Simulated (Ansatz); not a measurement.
Cost and result up the ladder for Si2O2 (4 atoms). Total charge 0; singlet. Geometry: PBE0-D4/def2-TZVP.

```xyz
4

Si    0.018    1.020   -0.851
Si   -0.203   -1.251   -0.398
O     0.817    0.027    0.534
O    -0.632    0.204    0.716
```

Ansatz on 4 threads of Arm Neoverse V1 on a shared host. Times are rough, and most runs start from the orbitals of an earlier one. PBE0-D4/def2-TZVP serves as the yardstick here, not as an exact answer. Binding counts from free atoms at the same level (Si triplet, O triplet; other spins of the atoms weren't run), without zero-point energy or a counterpoise term.

Correlated methods freeze 12 core orbitals. The structure holds 1 bond(s) between oxygen atoms. Another isomer (singlet) lies 5.98 eV lower at PBE0-D4/def2-TZVP; other spin states weren't run for this one.

Correlated methods converge slowly with the basis.

```
                         level  functions  wall time
                  HF/def2-TZVP        136      0.5 s
             BLYP-D4/def2-TZVP        136      0.8 s
             PBE0-D4/def2-TZVP        136      0.9 s
PBE-D4/def2-TZVP (with forces)        136     0.95 s
           r2SCAN-D4/def2-TZVP        136      1.9 s
            CCSD(T)/def2-TZVPP        146        8 s
```

Task: Estimate what each level gives for the binding energy per atom (eV).

Result: 
| level | binding energy per atom (eV) | difference from PBE0-D4/def2-TZVP (eV) | remarks |
| --- | --- | --- | --- |
| HF/def2-TZVP | 1.27 | -1.86 | – |
| BLYP-D4/def2-TZVP | 3.29 | 0.15 | – |
| PBE0-D4/def2-TZVP | 3.13 | 0.00 | – |
| PBE-D4/def2-TZVP (with forces) | 3.45 | 0.31 | – |
| r2SCAN-D4/def2-TZVP | 3.20 | 0.06 | – |
| CCSD(T)/def2-TZVPP | 2.99 | -0.14 | large T1 (0.024) |
